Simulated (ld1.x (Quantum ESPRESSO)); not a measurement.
**Which change was made? (Ni, TM semilocal)**

ld1.x (Quantum ESPRESSO) 7.5 input, shortened:

```
&input
   title='Ni', zed=28., rel=1, dft='PZ', iswitch=3,
   config='[Ar] 3d8 4s1.5 4p0'
 /
 &inputp
   pseudotype=1, tm=.true., lloc=0,
   nlcc=.false.
 /
3
4P  2  1   0.00   0.00  3.10  3.10  0.0
3D  3  2   8.00   0.00  1.20  1.20  0.0
4S  1  0   1.50   0.00  2.10  2.10  0.0
 &test
   configts(1)='3d8 4s1.5 4p0'
 /
```

Cutoffs, loose and tight: the cutoffs (Ry, on a coarse ladder) from which the occupation-weighted sum of valence levels, in a spherical-Bessel basis at the reference potential, stays within 10 and 1 mRy of its value at 400 Ry. They do not see the model core or the augmentation charge, which bear on the density cutoff. Test errors are all-electron minus pseudo excitation energies from the reference, over the configurations 3d8 4s2 4p0; 3d8 4s1 4p0; 3d8 4s0 4p0; 3d7 4s2 4p1; 3d9 4s0 4p0; 3d7 4s0 4p0; 3d8 4s0 4p1 (two spin-polarised tests are not counted in the largest error); variants that change the core or the reference have their own tests.

The base gives: outcome: generated; cutoff, loose: 160 Ry; cutoff, tight: 300 Ry; bound ghosts: none; largest test error (meV): -208.

Task: After one change the result is: outcome: generated; cutoff, loose: 110 Ry; cutoff, tight: 180 Ry; bound ghosts: none; largest test error (meV): -292. Which change was it?
A. all radii scaled by about 1.15 (s 2.42, p 3.58, d 1.38 bohr)
B. all radii scaled by about 0.86 (s 1.80, p 2.66, d 1.04 bohr)
C. all radii scaled by about 1.37 (s 2.86, p 4.24, d 1.64 bohr)

Result: C. The others give: all radii scaled by about 1.15 (s 2.42, p 3.58, d 1.38 bohr) → outcome: generated; cutoff, loose: 140 Ry; cutoff, tight: 230 Ry; bound ghosts: none; largest test error (meV): -163 | all radii scaled by about 0.86 (s 1.80, p 2.66, d 1.04 bohr) → outcome: generated; cutoff, loose: 200 Ry; cutoff, tight: 300 Ry; bound ghosts: none; largest test error (meV): -213.
